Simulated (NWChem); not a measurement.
System: C₃H₇FSi; SMILES [C@H]1([C@H](C1)F)[SiH3]

NWChem input:

```
start job
memory heap 200 mb stack 900 mb global 1100 mb
geometry units angstroms noautosym nocenter noautoz
  F      0.629604     2.240825    -0.120147
  C      0.115677     1.088174     0.423270
  C     -1.275671     0.714403     0.055072
  C     -0.084123    -0.081800    -0.502588
  Si     0.269088    -1.844266     0.022075
  H      0.476588     0.938506     1.438522
  H     -1.914877     0.260616     0.808442
  H     -1.790284     1.371034    -0.640378
  H      0.146180     0.160737    -1.539433
  H     -0.073629    -1.993662     1.464314
  H     -0.551503    -2.810069    -0.759111
  H      1.705417    -2.189028    -0.163874
end
basis spherical
  * library def2-svp
end
dft
  xc xpbe96 cpbe96
  iterations 150
end
cosmo
  do_cosmo_smd true
  solvent water
end
task dft energy
```

Coordinates come from a B3LYP/6-31G* (spherical d) optimisation. Solvent: water.

Level: PBE/def2-SVP with SMD (1 M gas to 1 M solution), gas-phase geometry. Reactions with the solvent are ignored.

Problem. What results follow from this input? (PBE/def2-SVP, SMD on the gas-phase geometry.) Quantities: solvation free energy (kcal/mol); cavity-dispersion-structure term (kcal/mol); dipole in solution (D).

Solution. 
```json
{
 "solvation free energy (kcal/mol)": "0.9",
 "cavity-dispersion-structure term (kcal/mol)": "3.7",
 "dipole in solution (D)": "1.18"
}
```
